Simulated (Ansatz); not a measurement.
**Abstraction of Cl: C2HCl3Si + C2H5AlCl → C2HCl2Si + C2H5AlCl2**

Species: C2HCl3Si `C#C[Si](Cl)(Cl)Cl`, singlet; C2H5AlCl `C[CH2][Al][Cl]`, doublet; C2HCl2Si `C#C[Si](Cl)Cl`, doublet; C2H5AlCl2 (ethylaluminum dichloride) `C[CH2][Al]([Cl])[Cl]`, singlet. A radical takes Cl: the energy is the difference in strength between the Si–Cl bond broken and the Al–Cl bond made.

Shapes, held fixed at every level: PBE0-D4/def2-TZVP. Flexible molecules stand in one conformer, not always the lowest. Programs: Ansatz 0.2.0. Electronic energies: no zero-point or thermal term.

(1) Estimate ΔE of this reaction.

## Answers

(1) The highest level, CCSD(T)/CBS estimate, gives ΔE = -33.9 kJ/mol; the levels span -44.2 to -33.9. The column of differences is taken from that level and isn't an error. No measured value is set beside it here. Open shells run unrestricted. The CBS estimate extrapolates MP2 from def2-TZVPP and def2-QZVPP and adds CCSD(T) − MP2 in the triple-zeta set, cores frozen. Times are processor times on shared x86 and Arm servers, and rough.

```tsv
level	kind	ΔE (kJ/mol)	less CCSD(T)/CBS estimate	CPU time (sum over the molecules)
B3LYP-D4/def2-TZVPP	global hybrid	-36.8	-2.9	76 s
BHLYP-D4/def2-TZVPP	global hybrid	-37.1	-3.2	65 s
r2SCAN0-D4/def2-TZVPP	global hybrid	-39.8	-5.9	90 s
wB97M-V/def2-TZVPP	range-separated hybrid	-33.9	0.0	2.7 min
B2PLYP/def2-TZVPP	double hybrid	-39.4	-5.5	75 s
CCSD(T)/def2-SVP	coupled cluster or CI	-42.6	-8.7	60 s
CCSD/def2-SVP	coupled cluster or CI	-44.2	-10.3	–
CCSD(T)/CBS estimate	coupled cluster or CI	-33.9	0.0	24 min
```
